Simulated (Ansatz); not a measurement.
Cost and result up the ladder for the cluster AgI2 (the lowest doublet isomer of a short search) (3 atoms). Total charge 0; doublet. Geometry: PBE0-D4/def2-TZVP.

Cartesian coordinates in Å:
```
Ag 0.000 0.000 0.001
I 0.676 -1.803 1.708
I -0.675 1.803 -1.708
```

Ansatz on 4 threads of Intel Xeon 6975P-C on a shared host. Times are rough, and most runs start from the orbitals of an earlier one. ωB97M-V/def2-TZVP serves as the yardstick here, not as an exact answer. Differences are given only for rows in sets of like size (and for xTB, whose basis is part of the method), since another set adds its own error. Binding counts from free atoms at the same level (Ag doublet, I doublet; other spins of the atoms weren't run), without zero-point energy or a counterpoise term.

In the def2 sets Ag, I take a core potential; there is no spin–orbit coupling. B3LYP takes the VWN-RPA correlation. Correlated methods freeze 8 core orbitals; core or outer-core shells of Ag, I are correlated, in sets that lack core-valence functions. The rows differ in basis, and correlated rows in double-zeta sets carry the largest basis error. In CCSD on the charge 0 doublet the largest single amplitude is 0.44, so its Hartree–Fock determinant may place the open shell otherwise than the density functionals do. The structure comes from a short search, and lower isomers may exist.

Run but left out: PBE-D4/def2-SVP, PBE-D4/def2-TZVP, PBE-D4/def2-TZVPD, BLYP-D4/def2-TZVP (an occupied level 0.01 to 0.07 eV above an empty one).

Correlated methods converge slowly with the basis, most of all in double-zeta sets.

```
               level  functions  binding energy per atom (eV)  difference from ωB97M-V/def2-TZVP (eV)
   ωB97M-V/def2-TZVP        140                          1.17                                    0.00
       MP2/def2-TZVP        140                          1.16                                   -0.01
r2SCAN-D4/def2-TZVPD        158                          1.44                                    0.27
 r2SCAN-D4/def2-TZVP        140                          1.44                                    0.27
  B3LYP-D4/def2-TZVP        140                          1.27                                    0.10
  PBE-QIDH/def2-TZVP        140                          1.17                                    0.00
    CCSD(T)/def2-SVP         83                          1.11                                       –
        HF/def2-TZVP        140                          0.58                                   -0.59
   PBE0-D4/def2-TZVP        140                          1.32                                    0.15
  PBE0-D4/def2-TZVPD        158                          1.32                                    0.15
    PBE0-D4/def2-SVP         83                          1.32                                       –
```

(1) Estimate how long each takes.

Results:

(1) MP2/def2-TZVP 3 s; PBE0-D4/def2-SVP 3.4 s; HF/def2-TZVP 3.8 s; r2SCAN-D4/def2-TZVP 6 s; B3LYP-D4/def2-TZVP 6.5 s; CCSD(T)/def2-SVP 6.5 s; PBE0-D4/def2-TZVP 8.5 s; PBE-QIDH/def2-TZVP 8.5 s; PBE0-D4/def2-TZVPD 10 s; r2SCAN-D4/def2-TZVPD 14 s; ωB97M-V/def2-TZVP 50 s. On shared hardware such times vary by a factor of up to 3.
